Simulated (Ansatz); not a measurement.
Ansatz (a quantum-chemistry and plane-wave program) input (CCSD(T)/aug-cc-pVTZ):

Ansatz 0.2 input:
```yaml
crystal:
  periodic: [false, false, false]
  atoms:
    - {symbol: Ga, position_ang: [0.00000000, 0.00000000, 0.00000000]}
    - {symbol: Br, position_ang: [0.00000000, 0.00000000, 2.18365261]}
    - {symbol: Br, position_ang: [-0.00000000, -0.00000000, -2.18365261]}
basis:
  gaussian:
    orbitals: aug-cc-pVTZ
total_charge: 1
magnetization: {spin_polarized: true, initial_magnetization: 2}
correlation: {method: ccsd_t, electrons: outside_noble_gas}
```

Output:

```
Functional definition: HF
integrals: 0.95 GiB planned
1149 factors; integrals over basis functions are off by at most 7.7e-4 eV
mean field: 1.52 GiB planned
mean field evaluation 1: about -192325.4529 eV, gradient 1.1e1 eV
mean field evaluation 2: about -192325.4879 eV, gradient 1.1e1 eV
mean field evaluation 4: about -192326.2746 eV, gradient 1.4e0 eV
mean field evaluation 8: about -192326.3167 eV, gradient 2.8e-1 eV
mean field evaluation 16: about -192326.7265 eV, gradient 1.7e0 eV
mean field evaluation 32: about -192326.3168 eV, gradient 3.0e-1 eV
mean field evaluation 64: about -192325.4168 eV, gradient 7.4e0 eV
mean field evaluation 96: about -192325.7349 eV, gradient 6.7e-1 eV
mean field evaluation 128: about -192326.9117 eV, gradient 5.4e-1 eV
mean field evaluation 160: about -192326.9410 eV, gradient 1.3e-1 eV
mean field evaluation 192: about -192323.1304 eV, gradient 1.9e1 eV
mean field evaluation 224: about -192326.9418 eV, gradient 6.5e-4 eV
mean field evaluation 256: about -192325.7766 eV, gradient 1.2e-2 eV
mean field evaluation 288: about -192325.4985 eV, gradient 6.3e-2 eV
mean field evaluation 320: about -192325.2857 eV, gradient 1.3e-2 eV
mean field evaluation 352: about -192325.4987 eV, gradient 1.9e-2 eV
mean field evaluation 384: about -192325.7762 eV, gradient 9.5e-2 eV
mean field evaluation 416: about -192325.4977 eV, gradient 1.4e-1 eV
mean field evaluation 448: about -192325.2487 eV, gradient 4.2e-1 eV
mean field evaluation 480: about -192322.9909 eV, gradient 3.0e-3 eV
mean field evaluation 512: about -192322.9373 eV, gradient 4.4e-3 eV
mean field evaluation 544: about -192322.3257 eV, gradient 1.4e-1 eV
mean field evaluation 576: about -192326.3186 eV, gradient 1.2e-1 eV
mean field evaluation 608: about -192325.6892 eV, gradient 2.6e-1 eV
mean field evaluation 640: about -192324.9748 eV, gradient 6.2e-2 eV
mean field evaluation 672: about -192324.9747 eV, gradient 1.9e-2 eV
mean field evaluation 704: about -192324.8172 eV, gradient 3.6e-3 eV
mean field evaluation 736: about -192324.8172 eV, gradient 9.0e-4 eV
mean field evaluation 768: about -192324.5315 eV, gradient 6.8e-1 eV
mean field evaluation 800: about -192324.2481 eV, gradient 1.1e-2 eV
mean field evaluation 832: about -192324.2481 eV, gradient 8.5e-4 eV
mean field evaluation 864: about -192323.5072 eV, gradient 3.2e-3 eV
mean field evaluation 896: about -192322.9373 eV, gradient 2.1e-3 eV
mean field evaluation 928: about -192325.6872 eV, gradient 8.8e-4 eV
mean field evaluation 960: about -192325.6872 eV, gradient 1.1e-3 eV
mean field evaluation 992: about -192325.2858 eV, gradient 1.4e-3 eV
mean field evaluation 1024: about -192325.6460 eV, gradient 3.2e-1 eV
mean field -192326.94176212 eV, -7067.8847458748 hartree, gradient 6.2e-6 eV, S^2 2.019820; 24 other end points of the search recorded, 0 dependent functions left out
determinant -192326.94176212 eV, -7067.8847458748 hartree, with singles and doubles -192337.35824794 eV, -7068.2675446680 hartree
determinant -192326.31902358 eV, -7067.8618606555 hartree, with singles and doubles -192337.32852546 eV, -7068.2664523868 hartree
determinant -192325.77663777 eV, -7067.8419283444 hartree, with singles and doubles -192335.98076476 eV, -7068.2169230949 hartree
determinant -192325.68716610 eV, -7067.8386403213 hartree, with singles and doubles -192336.78261617 eV, -7068.2463905904 hartree
determinant -192325.49866986 eV, -7067.8317132123 hartree, with singles and doubles -192335.74078210 eV, -7068.2081038946 hartree
determinant -192325.28584997 eV, -7067.8238922255 hartree, with singles and doubles -192336.00587698 eV, -7068.2178459519 hartree
determinant -192325.28584646 eV, -7067.8238920966 hartree, with singles and doubles -192336.00683222 eV, -7068.2178810561 hartree
determinant -192324.97471203 eV, -7067.8124581171 hartree, with singles and doubles -192335.87840981 eV, -7068.2131616196 hartree
determinant -192324.81720222 eV, -7067.8066697382 hartree, with singles and doubles -192335.68050729 eV, -7068.2058888362 hartree
determinant -192324.51850813 eV, -7067.7956929330 hartree, with singles and doubles -192335.48855285 eV, -7068.1988346407 hartree
determinant -192324.24806040 eV, -7067.7857541622 hartree, with singles and doubles -192335.21549311 eV, -7068.1887998805 hartree
determinant -192323.50716684 eV, -7067.7585268262 hartree, with singles and doubles -192334.27253740 eV, -7068.1541468973 hartree
determinant -192326.94176212 eV, -7067.8847458748 hartree, with singles and doubles -192337.31436601 eV, -7068.2659320369 hartree
determinant -192326.31902358 eV, -7067.8618606555 hartree, with singles and doubles -192337.27404365 eV, -7068.2644502175 hartree
determinant -192326.94176212 eV, -7067.8847458748 hartree, with singles and doubles -192337.33084577 eV, -7068.2665376568 hartree
determinant -192326.31902358 eV, -7067.8618606555 hartree, with singles and doubles -192337.28065222 eV, -7068.2646930777 hartree
determinant -192325.68716610 eV, -7067.8386403213 hartree, with singles and doubles -192336.79395811 eV, -7068.2468073993 hartree
42 core orbitals not correlated
reference -192326.94176212 eV, -7067.8847458748 hartree; 9, 7 occupied and 126, 128 virtual orbitals, 1149 factors
second order -9.40024462 eV of doubles, -0.00000000 eV of singles
coupled cluster: 1.44 GiB planned
cycle   1  -10.38908872 eV  change   -5.1e-6 eV  update   2.2e-6
perturbative correction -0.49424247 eV, -0.0181630759 hartree
Total energy: -192337.82509332 eV, -7068.2847009193 hartree
```

This state (charge 1, triplet) is run at the relaxed geometry of the species with charge 1 and multiplicity 1, and is a spin state other than that species' own.
